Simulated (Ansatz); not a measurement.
Born–Oppenheimer molecular dynamics of a periodic cell of 13 atoms, Mg₁₂H (host Mg, host structure hcp, interstitial H). It goes on from the last frame of an earlier run, with new velocities.

All numbers below come from DFT PBE-D3(BJ), scalar-relativistic, plane waves, PAW (Ansatz 0.2.0). Settings: accuracy low, cutoff 420 eV, k mesh 2x2x2, fermi-dirac smearing 0.1 eV, no spin polarisation.

```
ensemble        : NVT, Langevin thermostat
time step       : 0.75 fs
steps asked     : 170
set temperature : 1680 K
friction        : 0.02 /fs
seed            : 914726
```

First frame:

```xyz
13
Lattice="6.4200 0.0000 0.0000 -4.8150 8.3398 0.0000 0.0000 0.0000 5.2130" Properties=species:S:1:pos:R:3
Mg 0.018 0.094 0.200
Mg 0.322 1.847 2.811
Mg -1.368 2.868 -0.169
Mg -2.016 4.886 2.482
Mg -3.566 5.590 -0.368
Mg -3.334 7.616 2.562
Mg 3.455 -0.228 0.081
Mg 3.532 1.717 2.689
Mg 1.815 2.641 0.151
Mg 1.236 4.681 2.480
Mg -0.139 5.470 -0.070
Mg 0.051 7.316 2.824
H -1.725 6.186 0.426
```

What does the run give?

The run went to its last step.

```yaml
steps_done: 170
time_covered: 127.5 fs
mean_temperature_over_the_second_half: 1757 K
spread_of_the_potential_energy_over_the_second_half: 20.2 meV per atom
mean_potential_energy_of_the_second_half_above_the_start: 98.2 meV per atom
```

A run of 0.13 ps of so small a system gives no equilibrium averages. Limits of this set-up: coarse k mesh, odd electron count without spin, low accuracy level.

What happens to the structure?

Mean squared displacements from the first frame to the last, about the centre of mass: Mg 0.24 Å², H 29.01 Å². Another seed would give other details.

How do temperature and energy run in time?


```
time (fs)  T (K)  potential energy less start (eV)
      0.0   1551                             0.000
     10.5   1550                             0.064
     21.0   1332                             0.408
     31.5   1371                             0.411
     42.0   1476                             0.604
     52.5   1896                             0.894
     63.0   1662                             0.938
     73.5   2211                             1.028
     84.0   2073                             0.893
     94.5   1785                             1.347
    105.0   1157                             1.690
    115.5   1870                             1.266
    126.0   2248                             1.360
```

The run took 13 min on 1 thread of Arm Neoverse V2 (shared host), peak memory 0.59 GiB.
